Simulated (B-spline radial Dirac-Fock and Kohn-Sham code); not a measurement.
**The Ar-like isoelectronic sequence (18 electrons), Z = 17 to 29**

Method: Dirac-Fock energy differences between relaxed states, corrected for Breit and QED terms. Computed with a radial atomic solver. Binding energies in eV, tabulated ground configurations ([Ne] 3s2 3p6 throughout). No correlation.

```tsv
ion	1s	2s	3s	outermost level	NIST ionisation energy
Cl⁻	2818.9	268.6	18.11	2.53 (3p3/2)	–
Ar	3205.8	327.0	33.42	14.69 (3p3/2)	15.75961
K⁺	3621.2	393.2	52.40	30.53 (3p3/2)	31.625
Ca²⁺	4064.8	466.8	74.82	49.78 (3p3/2)	50.91316
Sc³⁺	4536.6	547.8	100.5	72.31 (3p3/2)	73.4894
Ti⁴⁺	5036.5	636.0	129.5	98.05 (3p3/2)	99.299 ± 0.012
V⁵⁺	5564.6	731.4	161.7	127.0 (3p3/2)	128.125 ± 0.025
Cr⁶⁺	?	?	?	?	?
Mn⁷⁺	6705.6	943.8	235.6	194.2 (3p3/2)	195.5 ± 0.3
Fe⁸⁺	7318.6	1060.8	277.3	232.5 (3p3/2)	233.6 ± 0.4
Co⁹⁺	7960.1	1185.0	322.2	273.8 (3p3/2)	275.4 ± 0.4
Ni¹⁰⁺	8630.2	1316.4	370.2	318.3 (3p3/2)	319.5 ± 0.7
Cu¹¹⁺	9328.9	1455.1	421.4	365.8 (3p3/2)	367 ± 0.9
```

Q: Fill in the row of Cr⁶⁺.

A: 1s 6121.0, 2s 834.0, 3s 197.1, outermost 159.0 (3p3/2), NIST 160.29 ± 0.06 eV.

NIST's values are for the lowest levels; a dash marks a value that is missing or belongs to another shell. Their kind here: measured, semi-empirical.
